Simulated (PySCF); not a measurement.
COS, charge +1, doublet, at a GFN2-xTB geometry (a state made from the parent by changing its charge; the spin is typed, not shown lowest). Base run: B3LYP/def2-SV(P) run with PySCF.

PySCF was given this input:
```python
from pyscf import gto, scf, dft

mol = gto.Mole()
mol.atom = '''
    O    -0.00000000   -0.00000000   -1.68366881
    C    -0.00000000   -0.00000000   -0.55245407
    S     0.00000000    0.00000000    1.04900468
'''
mol.basis = 'def2-sv(p)'
mol.charge = 1
mol.spin = 1
mol.verbose = 4
mol.build()

mf = dft.UKS(mol)
mf.xc = 'b3lyp'
mf.kernel()
```

The base run was repeated with changes; each row names its change, and settings that it needs were set with it.

```tsv
change	ΔE vs base (mEh)	fitting functions
base	0.000	-
auxbasis = cc-pvqz-jkfit	-0.030	360
auxbasis = cc-pvtz-ri	-10.583	284
auxbasis = even-tempered beta=3.0	-1.038	273
exchange = seminumerical (SGX) (with mf = sgx.sgx_fit(mf, auxbasis='def2-universal-jfit'); with mf.with_df.dfj = True)	-0.103	149
only_dfj = on; auxbasis = def2-universal-jfit	-0.109	149
auxbasis = def2-svp-ri	-458.3	158
auxbasis = def2-universal-jfit	457.8	149
auxbasis = autoaux	0.039	374
auxbasis = cc-pvtz-jkfit	-0.013	279
```

A fitting set is made for a task (jfit for Coulomb, jkfit for Coulomb and exchange, ri for correlation) and for a family of orbital bases.

Open shells are given as the SCF converged; they aren't shown to be the lowest states, and a large step between rows can be another state.
